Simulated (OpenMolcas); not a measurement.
**Predicting a hybrid from its neighbours: AsF3 (arsenic trifluoride)**

AsF3 has 4 atoms, charge 0, and is taken as a singlet. SMILES: `F[As](F)F`. The coordinates come from a PBE0-D4/def2-TZVP relaxation.

The HOMO–LUMO gap y, in eV, basis cc-pVDZ; a is the functional's share of exact exchange. Programs: OpenMolcas 26.06.

| functional | program | a | y (eV) |
| --- | --- | --- | --- |
| PBE | OpenMolcas | 0 | 6.60 |
| BLYP | OpenMolcas | 0 | 6.60 |
| B3LYP | OpenMolcas | 0.2 | 8.51 |
| PBE0 | OpenMolcas | 0.25 | ? |
| BHLYP | OpenMolcas | 0.5 | 11.34 |

Question: Fit y = c + s·a to the known rows and predict PBE0.

Answer: 
1. Means of the 4 rows: a = 0.1750, y = 8.262.
2. Σ(Δa)² = 0.1675, Σ(Δa·Δy) = 1.5883, so the slope is 1.5883/0.1675 = 9.4824.
3. Intercept: 8.262 − (9.4824) × 0.1750 = 6.603. The largest residual of the fit is 0.011.
4. PBE0: 6.603 + (9.4824) × 0.25 = 8.97 eV.

The run gave 8.99 eV, so the prediction is off by -0.02 eV, more than the scatter of the fit. Exact exchange lowers occupied levels and raises empty ones.
